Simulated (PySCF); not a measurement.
Compound: WCl₅ (doublet state).
Cartesian coordinates in Å at the PBE0-D3(BJ)/def2-SVP level; atoms count from 1:
```
atom  x, y, z in Å
W1    -0.0358    0.0374   -0.0006
Cl2   -0.0391   -0.0288    2.3153
Cl3    0.0327   -0.0074   -2.3159
Cl4    2.2190    0.0409    0.0375
Cl5   -1.1856    1.9644   -0.0092
Cl6   -0.9911   -2.0064   -0.0271
```

Method used: PBE0-D3(BJ)/def2-SVP geometry optimisation, gas phase, def2 core potentials past Kr (PySCF 2.14.0).

Take the most abundant isotopes and a rigid rotor. 

**Question.** What are A, B and C (MHz)?

**Answer.** Ia = 531.88, Ib = 627.66, Ic = 654.44 u·Å²; 505379 MHz·u·Å²/I gives A = 950.2, B = 805.2, C = 772.2 MHz.

**Question.** Classify the top.

**Answer.** An asymmetric top. Ray's parameter κ = (2B − A − C)/(A − C) = -0.630; −1 is the prolate and +1 the oblate limit.

**Question.** Is it planar, by Δ = Ic − Ia − Ib?

**Answer.** Not planar: Δ = Ic − Ia − Ib = -505.10 u·Å². For a rigid frame Δ = −2 Σ m c², so Σ m c² = 252.55 u·Å² lies off the ab plane. The atom farthest from that plane is 2.10 Å away.

**Question.** Give the other two planar moments, Paa and Pbb, and the rms extents of the mass along the axes.

**Answer.** Paa = Σ m a² = (Ib + Ic − Ia)/2 = 375.11 and Pbb = Σ m b² = (Ia + Ic − Ib)/2 = 279.33 u·Å². With the mass M = 358.80 u, the rms extents √(P/M) along a, b and c are 1.02, 0.88, 0.84 Å.

**Question.** Where do the levels up to J = 4 lie, in MHz?

**Answer.** Above 0(0,0):
J = 1: 1(0,1) 1577, 1(1,1) 1722, 1(1,0) 1755
J = 2: 2(0,2) 4727, 2(1,2) 4844, 2(1,1) 4943, 2(2,1) 5378, 2(2,0) 5383
J = 3: 3(0,3) 9440, 3(1,3) 9524, 3(1,2) 9721, 3(2,2) 10110, 3(2,1) 10135, 3(3,1) 10921, 3(3,0) 10921
J = 4: 4(0,4) 15706, 4(1,4) 15759, 4(1,3) 16085, 4(2,3) 16416, 4(2,2) 16485, 4(3,2) 17239, 4(3,1) 17242, 4(4,1) 18362, 4(4,0) 18362
The levels of one J sum to (2J + 1)J(J + 1)(A + B + C)/3.

**Question.** Which lines would a microwave search look for?

**Answer.** The dipole components are |μa| = 0.00 D, |μb| = 0.58 D, |μc| = 0.19 D. Intensities carry the squares of the components, which stand as 0.00 : 1.00 : 0.11 (a : b : c). Some lines, for components of 0.1 D or more:

| type | branch | J(Ka,Kc) | MHz | lower level (cm⁻¹) |
| --- | --- | --- | --- | --- |
| b | Q | 5(1,4) ← 5(0,5) | 512 | 0.784 |
| b | Q | 5(3,2) ← 5(2,3) | 714 | 0.815 |
| c | Q | 4(3,2) ← 4(2,2) | 754 | 0.550 |
| c | Q | 3(3,1) ← 3(2,1) | 786 | 0.338 |
| b | Q | 3(3,0) ← 3(2,1) | 786 | 0.338 |
| b | Q | 5(4,1) ← 5(3,2) | 1108 | 0.839 |
| c | Q | 5(5,1) ← 5(4,1) | 1443 | 0.876 |
| b | Q | 5(5,1) ← 5(4,2) | 1443 | 0.876 |
| c | R | 1(1,0) ← 0(0,0) | 1755 | 0.000 |
| c | R | 2(1,1) ← 1(0,1) | 3366 | 0.053 |
| b | R | 3(1,2) ← 2(2,1) | 4343 | 0.179 |
| c | R | 3(3,0) ← 2(2,0) | 5538 | 0.180 |
| b | R | 4(2,2) ← 3(3,1) | 5564 | 0.364 |
| b | R | 4(0,4) ← 3(1,3) | 6181 | 0.318 |
| c | R | 4(3,2) ← 3(2,2) | 7129 | 0.337 |
| b | R | 5(1,4) ← 4(2,3) | 7612 | 0.548 |
| c | R | 5(2,3) ← 4(1,3) | 8352 | 0.537 |
| c | R | 5(4,1) ← 4(3,1) | 9018 | 0.575 |
| b | R | 5(4,1) ← 4(3,2) | 9021 | 0.575 |
| b | R | 5(5,1) ← 4(4,0) | 9341 | 0.612 |

For this open shell read J as N, the rotation without spin; fine and hyperfine splittings come on top. No PBE0-D3(BJ)/def2-SVP frequencies stand behind this structure, so it isn't proved a minimum. ⟨S²⟩ = 0.756 (exact for a doublet: 0.75). No vibrational averaging or centrifugal distortion is included, and the geometry carries the error of its method. Quadrupole hyperfine structure (35Cl) is left out.

Hardware: Arm Neoverse V1, one thread, on a shared host. Cost: 2.7 min wall. These figures are those of the optimisation.

Caution for open-shell metal species: one SCF solution and one stationary point were followed, and a lower state or a bent or distorted shape isn't ruled out.
